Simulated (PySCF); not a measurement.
H₃S₂, SMILES S[SH2+], charge +1. Geometry: B3LYP-D3(BJ)/def2-TZVP. The isomer is the one that the SMILES or the coordinates give; other isomers of the formula were not compared.

TDA-PBE/def2-TZVPD (PySCF 2.14.0) puts the lowest singlet excitations at 4.12, 5.62, 5.97, 6.63, 6.82, 7.63 eV.

Q: What are the lowest excitation roots from ADC(2)/aug-cc-pVDZ run with PySCF 2.14.0? (The exact figures need the calculation; the answer reports its results.)

A: 4.56, 6.85, 6.89, 7.30, 7.75, 8.73 eV. S1 differs by 0.44 eV (second minus first; roots are paired by order, and the bases may differ).
